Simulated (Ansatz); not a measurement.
`[CH3][Ga]([SH])[Br]` and `[CH3][GaH][SH]` differ in one atom or group.

Ansatz, PBE0-D4/def2-TZVP geometries, multiplicity 1. Each molecule was computed in one conformer, which needn't be the lowest.

Scalar relativity is left out up to krypton.

```tsv
property	`[CH3][Ga]([SH])[Br]`
LUMO energy (ωB97M-V/def2-TZVPP) / eV	0.67
HOMO energy (ωB97M-V/def2-TZVPP) / eV	-9.98
size of the dipole moment (ωB97M-V/def2-TZVPP) / D	1.69
HOMO–LUMO gap (PBE0/def2-TZVPP) / eV	6.75
HOMO–LUMO gap (B3LYP/def2-TZVPP) / eV	6.25
HOMO energy (PBE/def2-TZVPP) / eV	-6.59
```

Problem. Give the same properties after the change, and the shifts. (An estimate is asked.)

Solution. Ansatz gave: 
```csv
property,`[CH3][GaH][SH]`,shift
LUMO energy (ωB97M-V/def2-TZVPP) / eV,0.63,-0.04
HOMO energy (ωB97M-V/def2-TZVPP) / eV,-9.71,0.27
size of the dipole moment (ωB97M-V/def2-TZVPP) / D,1.94,0.25
HOMO–LUMO gap (PBE0/def2-TZVPP) / eV,6.46,-0.29
HOMO–LUMO gap (B3LYP/def2-TZVPP) / eV,5.96,-0.29
HOMO energy (PBE/def2-TZVPP) / eV,-6.35,0.24
```

Dipoles are sizes alone; their direction can turn.

B3LYP here is the variant with VWN-RPA as its local correlation; programs differ in this.

Spin–orbit coupling is left out; it splits and shifts lone-pair levels of the heavy atoms by tenths of an eV.
